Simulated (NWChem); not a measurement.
System: SiH₂O, singlet; SMILES [SiH]O

Parts of the log:

```
             Northwest Computational Chemistry Package (NWChem) 7.3.0
             --------------------------------------------------------

 CS  symmetry detected

                             Geometry "geometry" -> ""
                             -------------------------

 Output coordinates in angstroms (scale by  1.889725989 to convert to a.u.)

  No.       Tag          Charge          X              Y              Z
 ---- ---------------- ---------- -------------- -------------- --------------
    1 Si                  14.0000     0.10124403    -0.64352083     0.00000000
    2 H                    1.0000    -1.45807675    -0.85320122     0.00000000
    3 O                    8.0000     0.10108477     1.04660617     0.00000000
    4 H                    1.0000    -0.76801777     1.48964351     0.00000000

 Effective nuclear repulsion energy (a.u.)      49.2709085322

      Symmetry information
      --------------------

 Group name             Cs
 Group number              2
 Group order               2
 No. of unique centers     4

  pbe96 is a nonlocal functional; adding pw91lda local functional.

                                 NWChem DFT Module
                                 -----------------

 Summary of "ao basis" -> "ao basis" (spherical)
 ------------------------------------------------------------------------------
       Tag                 Description            Shells   Functions and Types
 ---------------- ------------------------------  ------  ---------------------
 Si                         6-31+g*                 10       22   5s4p1d
 H                          6-31+g*                  2        2   2s
 O                          6-31+g*                  8       18   4s3p1d

      Symmetry analysis of basis
      --------------------------

        a'         33
        a"         11

            General Information
            -------------------
          SCF calculation type: DFT
          Wavefunction type:  closed shell.
          No. of atoms     :     4
          No. of electrons :    24
           Alpha electrons :    12
            Beta electrons :    12
          Charge           :     0
          Spin multiplicity:     1
          Use of symmetry is: on ; symmetry adaption is: on
          Maximum number of iterations: 150
          AO basis - number of functions:    44
                     number of shells:    22
          Convergence on energy requested:  1.00D-06
          Convergence on density requested:  1.00D-05
          Convergence on gradient requested:  5.00D-04

              XC Information
              --------------
          PerdewBurkeErnzerhof Exchange Functional  1.000
            Perdew 1991 LDA Correlation Functional  1.000 local
           PerdewBurkeErnz. Correlation Functional  1.000 non-local

             Grid Information
             ----------------
          Grid used for XC integration:  medium
          Radial quadrature: Mura-Knowles
          Angular quadrature: Lebedev.
          Tag              B.-S. Rad. Rad. Pts. Rad. Cut. Ang. Pts.
          ---              ---------- --------- --------- ---------
          Si                  1.10       88           9.0       590
          H                   0.35       45          10.0       434
          O                   0.60       49          10.0       434
          Grid pruning is: on
          Number of quadrature shells:   227
          Spatial weights used:  Erf1

      Superposition of Atomic Density Guess
      -------------------------------------

 Sum of atomic energies:        -364.57098495

      Non-variational initial energy
      ------------------------------

 Total energy =    -364.809568
 1-e energy   =    -602.206446
 2-e energy   =     188.125969
 HOMO         =      -0.234231
 LUMO         =      -0.057242

      Symmetry analysis of molecular orbitals - initial
      -------------------------------------------------

  Numbering of irreducible representations:

     1 a'          2 a"

  Orbital symmetries:

     1 a'          2 a'          3 a'          4 a'          5 a'
     6 a"          7 a'          8 a'          9 a'         10 a"
    11 a'         12 a'         13 a"         14 a'         15 a'
    16 a'         17 a"         18 a'         19 a'         20 a'
    21 a'         22 a"

   convergence    iter        energy       DeltaE   RMS-Dens  Diis-err
 ---------------- ----- ----------------- --------- --------- ---------
 d= 0,ls=0.0,diis     1   -365.5881457097 -4.15D+02  3.28D-02  5.09D-01
 d= 0,ls=0.0,diis     2   -365.1057688342  4.82D-01  2.60D-02  4.63D+00
 d= 0,ls=0.0,diis     3   -365.6452937158 -5.40D-01  3.25D-03  2.53D-02
 d= 0,ls=0.0,diis     4   -365.6484266095 -3.13D-03  6.91D-04  1.34D-03
 d= 0,ls=0.0,diis     5   -365.6485866072 -1.60D-04  2.68D-04  3.74D-05
  Resetting Diis
 d= 0,ls=0.0,diis     6   -365.6485925665 -5.96D-06  6.26D-05  3.04D-06
 d= 0,ls=0.0,diis     7   -365.6485930651 -4.99D-07  1.89D-05  6.87D-08
 d= 0,ls=0.0,diis     8   -365.6485930479  1.72D-08  7.69D-06  2.50D-07

         Total DFT energy =     -365.648593047853
      One electron energy =     -603.565389780653
           Coulomb energy =      218.583929312169
    Exchange-Corr. energy =      -29.938041111557
 Nuclear repulsion energy =       49.270908532188

 Numeric. integr. density =       24.000003713823

                  Occupations of the irreducible representations
                  ----------------------------------------------

                     irrep           alpha         beta
                     --------     --------     --------
                     a'               10.0         10.0
                     a"                2.0          2.0

                       DFT Final Molecular Orbital Analysis
                       ------------------------------------

[...]
```

Level: PBE/6-31+G* (spherical d), vertical spin-unrestricted ions. Low-valent species are run as closed-shell singlets; no triplet was tried in these runs. Coordinates come from a PBE-D3(BJ)/def2-SVP optimisation.

Question: Which NWChem input produces such a log?

Answer: One answer among several that fit: the input that was run:
```
start job
memory heap 200 mb stack 900 mb global 1100 mb
geometry units angstroms noautoz
  Si     0.146437    -0.641242     0.000000
  H     -1.412173    -0.856142     0.000000
  O      0.140619     1.048875     0.000000
  H     -0.729962     1.489000     0.000000
end
basis spherical
  * library 6-31+g*
end
dft
  xc xpbe96 cpbe96
  iterations 150
  vectors input atomic output neutral.movecs
end
task dft energy
charge 1
dft
  odft
  mult 2
  vectors input atomic output cation.movecs
end
task dft energy
charge -1
dft
  odft
  mult 2
  vectors input atomic output anion.movecs
end
task dft energy
```
